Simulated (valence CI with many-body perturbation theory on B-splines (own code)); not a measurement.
# E1 transitions of Gd LI

Level of theory: valence CI with perturbative core correlation (CI+MBPT): four valence electrons over a frozen Dirac-Fock core [Ne], radial functions for each j: 11 s, 11 p, 10 d, 8 f, 5 g, 2 h, with the one-electron correlation potential Σ1, the two-electron term Σ2, the three-electron term Σ3, Breit, model QED; selected CI, second order for the rest, scaled by the run's own slope (own B-spline code, finite nucleus).

No measured spectrum was set against this ion. As an estimate, large intervals hold to a few tenths of a per cent, small ones and those within an open d or f shell to about a per cent. Among the levels kept, up to 600 cm⁻¹ of a level comes from second order outside the variational space, and about a tenth of that is noise between levels of different J, which matters for small intervals.

Lines 1 to 50 of 557 in falling wavelength, among levels below 1081.2 eV, chosen from the strongest by gf and those to the six lowest levels. Wavelengths and rates use the calculated energies. Electric multipoles are in the length gauge, E1 and E2 with the static RPA response of the core. Weak lines are less certain than strong ones. Lines between different terms over intervals too small for the method are left out, as are lines whose strength nearly cancels. The highest levels of a list are the least certain.

Levels are named by their leading jj configuration (3d3/2^4 stands for four electrons in 3d with j = 3/2), which in mixed levels can hold well under half, so a name can repeat and another be missing. Letters in brackets count levels of one name in rising energy.

```tsv
λ vac (Å)	Upper	Lower	A (s⁻¹)	log gf	Branch %
456.1	(3s^2 3p3/2^2) J=2	(3s 3p1/2^2 3p3/2) J=1	2.52e+06	-3.41	3.9
242.0	(3s^2 3p3/2^2) J=2	(3s 3p1/2^2 3p3/2) J=2	6.83e+06	-3.52	10.5
120.7	(3s 3p1/2 3d3/2 3d5/2) J=4 [a]	(3s^2 3d3/2 3d5/2) J=3	4.06e+09	-1.10	2.6
114.6	(3s 3p1/2 3p3/2 3d3/2) J=4	(3s^2 3p3/2 3d3/2) J=3	5.66e+09	-1.00	42.2
111.5	(3p1/2 3p3/2^2 3d3/2) J=4	(3s 3p3/2^2 3d3/2) J=3 [b]	5.33e+09	-1.05	0.6
111.0	(3s 3p1/2 3d3/2 3d5/2) J=5	(3s^2 3d3/2 3d5/2) J=4	9.72e+09	-0.70	5.5
104.5	(3p1/2 3p3/2^2 3d5/2) J=5	(3s 3p3/2^2 3d5/2) J=4 [b]	9.78e+09	-0.75	1.9
99.42	(3s 3p1/2 3d3/2 3d5/2) J=3 [c]	(3s^2 3d3/2 3d5/2) J=2	7.88e+09	-1.09	0.7
98.75	(3s 3p1/2^2 3p3/2) J=2	(3s^2 3p1/2 3p3/2) J=2	7.23e+09	-1.28	43.8
97.51	(3s 3p1/2 3p3/2 3d5/2) J=5	(3s^2 3p3/2 3d5/2) J=4	1.38e+10	-0.67	100.0
96.97	(3s 3p1/2 3d5/2^2) J=5	(3s^2 3d5/2^2) J=4	1.78e+10	-0.56	7.9
96.92	(3p1/2^2 3d3/2^2) J=2	(3s 3p1/2 3d3/2^2) J=1 [a]	1.20e+10	-1.07	8.6
96.32	(3s 3p1/2 3d5/2^2) J=3 [a]	(3s^2 3d5/2^2) J=2	1.50e+10	-0.84	4.5
95.74	(3s 3p1/2 3p3/2 3d5/2) J=4 [c]	(3s^2 3p3/2 3d5/2) J=3	7.37e+09	-1.04	1.6
95.63	(3s 3p1/2 3d3/2 3d5/2) J=4 [c]	(3s^2 3d3/2 3d5/2) J=4	8.40e+09	-0.98	1.0
95.60	(3p1/2^2 3d3/2 3d5/2) J=4	(3s 3p1/2 3d3/2 3d5/2) J=3 [d]	1.97e+10	-0.61	7.5
95.45	(3s 3p1/2 3p3/2^2) J=3	(3s^2 3p3/2^2) J=2	8.87e+09	-1.07	6.2
93.71	(3s 3p1/2^2 3d5/2) J=3	(3s^2 3p1/2 3d5/2) J=3	1.04e+10	-1.02	8.3
93.37	(3p1/2^2 3p3/2 3d5/2) J=4	(3s 3p1/2 3p3/2 3d5/2) J=3 [c]	1.33e+10	-0.81	3.7
92.97	(3s 3p1/2^2 3d5/2) J=3	(3s^2 3p1/2 3d5/2) J=2	1.65e+10	-0.82	13.2
92.89	(3s 3p1/2^2 3p3/2) J=2	(3s^2 3p1/2 3p3/2) J=1	9.27e+09	-1.22	56.2
92.70	(3p1/2 3p3/2^2 3d5/2) J=3 [b]	(3s 3p3/2^2 3d5/2) J=2 [b]	9.59e+09	-1.06	1.1
92.66	(3s 3p1/2 3p3/2 3d3/2) J=3 [c]	(3s^2 3p3/2 3d3/2) J=3	9.36e+09	-1.07	1.3
90.78	(3p1/2 3p3/2^2 3d5/2) J=4 [b]	(3s 3p3/2^2 3d5/2) J=3 [a]	1.10e+10	-0.91	1.2
90.76	(3s 3p1/2^2 3d3/2) J=1	(3s^2 3p1/2 3d3/2) J=2	2.06e+10	-1.12	58.5
90.64	(3s 3p1/2 3d5/2^2) J=2 [b]	(3s^2 3d5/2^2) J=2	1.61e+10	-1.00	3.4
90.01	(3p1/2^2 3p3/2 3d3/2) J=3	(3s 3p1/2 3p3/2 3d3/2) J=3 [c]	1.36e+10	-0.94	3.1
88.64	(3p1/2 3p3/2^2 3d3/2) J=4	(3s 3p3/2^2 3d3/2) J=4	1.15e+10	-0.92	1.2
88.64	(3p1/2 3p3/2^2 3d5/2) J=2 [a]	(3s 3p3/2^2 3d5/2) J=3 [b]	1.44e+10	-1.07	1.8
88.60	(3s 3p1/2 3d5/2^2) J=4 [b]	(3s^2 3d5/2^2) J=4	1.53e+10	-0.79	4.7
88.16	(3p1/2^2 3d3/2 3d5/2) J=2	(3s 3p1/2 3d3/2 3d5/2) J=3 [c]	2.20e+10	-0.89	9.5
87.56	(3s 3p1/2 3d3/2 3d5/2) J=3 [d]	(3s^2 3d3/2 3d5/2) J=4	1.55e+10	-0.90	1.6
87.53	(3p1/2^2 3d3/2 3d5/2) J=4	(3s 3p1/2 3d3/2 3d5/2) J=4 [c]	1.81e+10	-0.73	6.9
87.13	(3s 3p1/2^2 3d3/2) J=2	(3s^2 3p1/2 3d3/2) J=2	1.56e+10	-1.05	45.3
86.71	(3p1/2^2 3p3/2 3d5/2) J=4	(3s 3p1/2 3p3/2 3d5/2) J=4 [b]	8.00e+09	-1.09	2.2
86.64	(3s 3p1/2 3d5/2^2) J=3 [b]	(3s^2 3d5/2^2) J=4	1.76e+10	-0.86	3.5
86.63	(3p1/2^2 3d3/2^2) J=0	(3s 3p1/2 3d3/2^2) J=1 [b]	8.24e+10	-1.03	53.8
86.49	(3s 3p1/2 3p3/2 3d5/2) J=3 [d]	(3s^2 3p3/2 3d5/2) J=3	1.39e+10	-0.96	1.9
86.18	(3s 3p1/2^2 3d5/2) J=2	(3s^2 3p1/2 3d5/2) J=3	2.33e+10	-0.89	16.7
86.03	(3p1/2^2 3d3/2 3d5/2) J=2	(3s 3p1/2 3d3/2 3d5/2) J=1 [c]	1.43e+10	-1.10	6.1
85.95	(3p1/2^2 3d3/2 3d5/2) J=3	(3s 3p1/2 3d3/2 3d5/2) J=3 [b]	2.94e+10	-0.64	13.5
85.86	(3p1/2 3p3/2^2 3d3/2) J=3 [a]	(3s 3p3/2^2 3d3/2) J=3 [a]	1.44e+10	-0.95	1.4
85.08	(3p1/2^2 3p3/2 3d5/2) J=2	(3s 3p1/2 3p3/2 3d5/2) J=2 [b]	2.39e+10	-0.89	6.0
82.92	(3p1/2^2 3p3/2 3d5/2) J=2	(3s 3p1/2 3p3/2 3d5/2) J=3 [b]	1.66e+10	-1.07	4.1
82.87	(3s 3p1/2^2 3p3/2) J=1	(3s^2 3p1/2 3p3/2) J=2	2.79e+10	-1.07	9.5
82.67	(3p1/2^2 3d3/2 3d5/2) J=2	(3s 3p1/2 3d3/2 3d5/2) J=2 [b]	2.54e+10	-0.88	10.9
81.62	(3s 3p1/2 3p3/2 3d3/2) J=2 [a]	(3s 3p1/2 3p3/2^2) J=3	1.72e+10	-1.07	7.6
81.22	(3s 3p1/2 3p3/2^2) J=2 [b]	(3s^2 3p3/2^2) J=2	1.61e+10	-1.10	3.0
81.17	(3p1/2^2 3d3/2^2) J=2	(3s 3p1/2 3d3/2^2) J=3	4.36e+10	-0.67	31.1
81.00	(3p1/2 3p3/2^3) J=1	(3s 3p3/2^3) J=2	2.94e+10	-1.06	1.9
```

Q: How does gf follow from A for the line at 85.08 Å?

A: gf = 1.4992 × (2J+1)_upper × A / σ², with σ = 1175406 cm⁻¹ and 2J+1 = 5: gf = 0.130.
